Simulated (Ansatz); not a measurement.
Basis sets compared for 1,3,5-triphenylbenzene (C24H18). The state is a singlet with charge 0. Geometry PBE-D4/def2-SVP. Ansatz on 2 threads of AMD EPYC 7R13 on a shared host and a share (18 GiB) of an NVIDIA H100 80GB HBM3; times are rough, and most runs start from earlier orbitals.

```xyz
42

C    -0.776   -4.969    2.768
C    -1.623   -3.878    3.023
C    -1.434   -2.664    2.350
C    -0.392   -2.511    1.407
C    -0.191   -1.222    0.696
C     1.106   -0.764    0.390
C     1.314    0.447   -0.301
C     2.688    0.925   -0.598
C     3.744    0.718    0.318
C     5.041    1.169    0.037
C     5.312    1.836   -1.168
C     4.274    2.048   -2.089
C     2.977    1.599   -1.806
C     0.189    1.204   -0.687
C    -1.122    0.775   -0.396
C    -2.295    1.585   -0.809
C    -3.444    1.672    0.009
C    -4.551    2.437   -0.380
C    -4.536    3.133   -1.599
C    -3.403    3.057   -2.424
C    -2.295    2.292   -2.033
C    -1.294   -0.440    0.297
C     0.453   -3.617    1.162
C     0.262   -4.832    1.833
H    -0.925   -5.922    3.296
H    -2.435   -3.972    3.761
H    -2.087   -1.808    2.577
H     1.975   -1.364    0.696
H     3.536    0.220    1.278
H     5.846    1.006    0.770
H     6.330    2.189   -1.390
H     4.477    2.561   -3.041
H     2.175    1.747   -2.546
H     0.339    2.176   -1.180
H    -3.455    1.152    0.979
H    -5.431    2.498    0.278
H    -5.406    3.733   -1.906
H    -3.384    3.591   -3.387
H    -1.422    2.217   -2.699
H    -2.312   -0.813    0.484
H     1.253   -3.528    0.411
H     0.926   -5.683    1.618
```

B3LYP takes the VWN-RPA correlation. Single mean-field runs in def2-SVP, def2-TZVP are fitted with def2-universal-jkfit.

Binding counts from free atoms (C triplet, H doublet) in the same basis, without a counterpoise term.

```tsv
level	functions	energy (Eh)	HOMO (eV)	LUMO (eV)	binding per atom (eV)	wall time
PBE-D4/def2-SVP	426	-923.6321	-5.55	-1.93	5.59	3.3 s
B3LYP-D4/6-31G	252	-925.3067	-6.00	-0.92	5.22	3.9 s
PBE0-D4/def2-SVP	426	-923.7186	-6.46	-1.16	5.48	3.5 s
```

(1) Estimate the rows for PBE-D4/def2-TZVP, B3LYP-D4/def2-TZVP (with forces), PBE0-D4/def2-TZVP.

Answers

(1) 
```tsv
level	functions	energy (Eh)	HOMO (eV)	LUMO (eV)	binding per atom (eV)	wall time
PBE-D4/def2-TZVP	852	-924.5923	-5.60	-2.02	5.50	5.5 s
B3LYP-D4/def2-TZVP (with forces)	852	-925.8370	-6.24	-1.37	5.29	9.5 s
PBE0-D4/def2-TZVP	852	-924.6687	-6.46	-1.23	5.39	7 s
```
